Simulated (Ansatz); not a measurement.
Basis-set series for CH₃AlCl₂S, SMILES `C[S][Al]([Cl])[Cl]`. Charge 0, multiplicity 1. The geometry is a stationary point of PBE0-D4/def2-TZVP. It is one conformer, not always the lowest.

```json
{"functional": "PBE0-D4", "basis": "def2-SVP", "functions": "101", "energy (Eh)": "-1600.00411", "HOMO (eV)": "-7.52", "LUMO (eV)": "-0.72"}
{"functional": "PBE0-D4", "basis": "def2-QZVPP", "functions": "427", "energy (Eh)": "-1600.63912", "HOMO (eV)": "-7.62", "LUMO (eV)": "-1.02"}
{"functional": "ωB97M-V", "basis": "def2-SVP", "functions": "101", "energy (Eh)": "-1600.50194", "HOMO (eV)": "-9.63", "LUMO (eV)": "1.03"}
{"functional": "ωB97M-V", "basis": "def2-QZVPP", "functions": "427", "energy (Eh)": "-1601.13200", "HOMO (eV)": "-9.79", "LUMO (eV)": "0.51"}
```

**Question.** Give the rows for def2-TZVPP. (Best estimate.)

**Answer.** Ansatz gave: 
| functional | basis | functions | energy (Eh) | HOMO (eV) | LUMO (eV) |
| --- | --- | --- | --- | --- | --- |
| PBE0-D4 | def2-TZVPP | 241 | -1600.59037 | -7.59 | -0.88 |
| ωB97M-V | def2-TZVPP | 241 | -1601.08540 | -9.75 | 0.83 |

Positive LUMOs are unbound and depend on the basis.
